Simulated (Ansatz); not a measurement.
# CH2BF3: structure from calculated spectroscopic constants

These gas-phase data were calculated for one isomer of CH2BF3 at B3LYP-D3(BJ)/def2-SVP (harmonic, unscaled wavenumbers; equilibrium rotational constants with average atomic masses):

| Quantity | Value |
| --- | --- |
| rotational constants | 8.97, 3.274, 2.635 GHz |
| all wavenumbers above 1500 cm⁻¹ | 3050, 2663 |
| dipole moment | 1.10 D (PBE0/def2-TZVPD) |

Candidates:

(1) `FCB(F)F`, a singlet
(2) `FBC(F)F`, a singlet

Problem. Assign the data to one candidate and say why.

Solution. Candidate (2). The band at 2663 cm⁻¹ lies where the B–H stretch is expected; (1) has no mode between 2350 and 2900 cm⁻¹.

The same quantities for all candidates:

|  | rotational constants (GHz) | wavenumbers above 1500 cm⁻¹ | dipole (D) | E above the lowest, B3LYP-D3(BJ)/def2-SVP (kcal/mol) |
| --- | --- | --- | --- | --- |
| (1) | 9.233, 3.486, 2.571 | 3045, 3006 | 1.68 | 0.0 |
| (2) | 8.97, 3.274, 2.635 | 3050, 2663 | 1.10 | 51.9 |

Harmonic stretches to hydrogen usually lie a few per cent above observed fundamentals. Each candidate is one conformer. Programs: Ansatz 0.2.0.
